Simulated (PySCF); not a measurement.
## Working out the ionisation energy of Sb⁺

Sb⁺ [Kr] 4d10 5s2 5p2 (3P) → Sb²⁺ [Kr] 4d10 5s2 5p1 (2P). Calculation: PySCF 2.14, in def2-TZVP with the def2 core potential (28 electrons) (6s5p3d2f, 50 functions); scalar relativity through the core potential. Frozen: 4s2 4p6 4d10. Energies in hartree (1 hartree = 27.21139 eV):

```
            part  Sb⁺ (lower)  Sb²⁺ (upper)
             UHF  -238.961828   -238.373519
CCSD correlation    -0.058758     -0.046098
             (T)    -0.001384     -0.000597
```

**Question.** What does Hartree-Fock give?

**Answer.** (-238.373519) − (-238.961828) = 0.588309 hartree = 16.009 eV.

**Question.** What do CCSD and CCSD(T) give?

**Answer.** The CCSD correlation energies differ by 0.012660 hartree = 0.344 eV and the triples by 0.000787 hartree = 0.021 eV, so CCSD gives 16.353 eV and CCSD(T) 16.374 eV.

Reference: 16.626 ± 0.025 eV (measured; NIST Atomic Spectra Database, ionization energies), between the lowest levels; spin-orbit coupling is absent from the calculation.

What remains against the reference includes basis incompleteness, the frozen core and higher excitations.
